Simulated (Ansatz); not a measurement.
The inner images of a band of CH₅AlBN (9 atoms, charge 0, multiplicity 1) are given out of order.

Method: RKS PBE-D4/def2-SVP in Ansatz 0.2.0.

Image 0:

```xyz
9
Properties=species:S:1:pos:R:3
B -1.186 0.904 -1.349
Al 0.617 0.108 -0.554
C 0.693 -0.075 1.434
N 0.398 -1.226 0.923
H -2.265 0.337 -1.261
H -1.238 1.990 -1.907
H 2.015 -0.091 -1.317
H 0.804 0.090 2.529
H 0.251 -2.083 1.486
```

Image 8:

```xyz
9
Properties=species:S:1:pos:R:3
B -0.923 0.034 -0.775
Al 1.005 0.973 -0.708
C 0.824 -0.243 0.971
N -0.372 -0.592 0.584
H -1.921 0.717 -0.556
H -1.121 -0.853 -1.603
H 2.326 1.856 -1.001
H 1.205 -0.683 1.918
H -0.935 -1.256 1.153
```

Problem. Put them in order from the first end to the last, with their energies above the first end.
A.
```xyz
9
Properties=species:S:1:pos:R:3
B -0.979 0.281 -0.729
Al 0.852 1.234 -0.193
C 0.635 -0.264 1.119
N -0.231 -0.759 0.250
H -1.953 0.734 -0.138
H -1.173 -0.069 -1.887
H 2.373 1.491 -0.650
H 0.974 -0.908 1.958
H -0.411 -1.785 0.254
```
B.
```xyz
9
Properties=species:S:1:pos:R:3
B -1.103 0.775 -1.071
Al 0.837 0.834 -0.313
C 0.652 -0.265 1.339
N 0.100 -1.011 0.437
H -2.066 0.921 -0.335
H -1.340 0.336 -2.187
H 2.336 0.991 -0.874
H 0.848 -0.634 2.371
H -0.176 -1.995 0.615
```
C.
```xyz
9
Properties=species:S:1:pos:R:3
B -1.190 0.901 -1.339
Al 0.653 0.214 -0.518
C 0.651 -0.117 1.459
N 0.422 -1.229 0.843
H -2.258 0.604 -0.823
H -1.290 1.617 -2.323
H 2.104 0.147 -1.198
H 0.715 -0.043 2.568
H 0.282 -2.141 1.315
```
D.
```xyz
9
Properties=species:S:1:pos:R:3
B -1.167 0.888 -1.205
Al 0.755 0.549 -0.380
C 0.659 -0.244 1.452
N 0.361 -1.163 0.590
H -2.120 1.240 -0.526
H -1.451 0.555 -2.346
H 2.235 0.724 -0.980
H 0.696 -0.455 2.545
H 0.121 -2.141 0.834
```
E.
```xyz
9
Properties=species:S:1:pos:R:3
B -1.203 0.911 -1.311
Al 0.666 0.339 -0.446
C 0.644 -0.188 1.487
N 0.440 -1.235 0.754
H -2.208 1.045 -0.627
H -1.380 1.099 -2.504
H 2.132 0.419 -1.092
H 0.693 -0.246 2.598
H 0.304 -2.192 1.124
```
F.
```xyz
9
Properties=species:S:1:pos:R:3
B -0.944 0.242 -0.732
Al 0.887 1.252 -0.237
C 0.732 -0.381 0.996
N -0.281 -0.793 0.274
H -1.937 0.727 -0.194
H -1.151 -0.231 -1.843
H 2.321 1.957 -0.458
H 1.106 -1.059 1.793
H -0.645 -1.759 0.385
```
G.
```xyz
9
Properties=species:S:1:pos:R:3
B -1.036 0.536 -0.890
Al 0.859 1.067 -0.246
C 0.621 -0.265 1.225
N -0.107 -0.877 0.330
H -2.020 0.780 -0.208
H -1.248 0.182 -2.045
H 2.367 1.213 -0.775
H 0.928 -0.782 2.165
H -0.275 -1.901 0.428
```

Solution. C (+0.5 kcal/mol), E (+1.3 kcal/mol), D (+2.6 kcal/mol), B (+5.2 kcal/mol), G (-0.4 kcal/mol), A (-16.5 kcal/mol), F (-19.3 kcal/mol).

The run took 2.9 min on 1 thread of Arm Neoverse V2 (shared host), peak memory 0.12 GiB.
